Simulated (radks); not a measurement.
Ne4+, configuration [He] 2s2 2p1 3d1 (not the ground configuration).

All-electron calculation, scalar-relativistic Kohn-Sham, B86b exchange with PBE correlation, spin-polarised, spherical densities, finite nucleus; open shells are filled with parallel spins first; Fermi nuclear charge, rms radius 3.0055 fm. Program: a radial shooting solver on a logarithmic mesh with Libxc functionals.

Energy parts (hartree):
| part | energy |
|---|---|
| total | -117.67406 |
| kinetic | 117.80868 |
| electron-nucleus | -258.09736 |
| Hartree | 31.60288 |
| exchange-correlation | -8.98827 |

Orbitals (lengths in bohr, moments of r in powers of bohr):
orbital  occ.  eigenvalue (hartree)    <r^2>   <1/r>
1s up       1             -36.01102  0.03337   9.648
1s down     1             -35.94998  0.03326   9.659
2s up       1              -5.40381   0.6415   1.987
2s down     1              -5.23608   0.6478   1.975
2p up       1              -4.65685   0.5515   1.909
2p down     0              -4.48251   0.5588   1.901
3s up       0              -1.74100    4.445  0.7199
3p up       0              -1.54027    4.670  0.6831
3d up       1              -1.30676    4.156  0.6310

The highest occupied level is 3d up at -35.559 eV. The configuration is held as typed, so some empty levels lie below it. Spin moment in Bohr magnetons: 2. The electron density at the nucleus is 668.1 e/bohr^3 (large components only). Summed over all electrons, <r^2> = 6.063 bohr^2, which gives a Langevin (diamagnetic) susceptibility term of -4.8 x 10^-6 cm^3/mol. The density falls to 0.001 e/bohr^3 at r = 3.13 bohr. The spin density at the nucleus is -0.3330 e/bohr^3 (1s -0.6941, 2s 0.3611).
